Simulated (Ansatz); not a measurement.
Ansatz results at the PBE0-D4/def2-TZVP geometry: LUMO energy (ωB97M-V/def2-TZVPP) 0.51 eV; HOMO energy (PBE/def2-TZVPP) -6.69 eV; LUMO energy (PBE/def2-TZVPP) -2.30 eV.

Each molecule was computed in one conformer, which needn't be the lowest.

Which molecule gave them?
A. `C[B]([GeH3])[SeH]`
B. `NCOCN`
C. `C#CC(N)C=C`
D. `[NH2][GeH]([OH])[CH2]F`

A. The others give `NCOCN`: 2.55, -5.64, 0.34; `[NH2][GeH]([OH])[CH2]F`: 2.03, -6.14, -0.48; `C#CC(N)C=C`: 1.96, -5.75, -1.14.
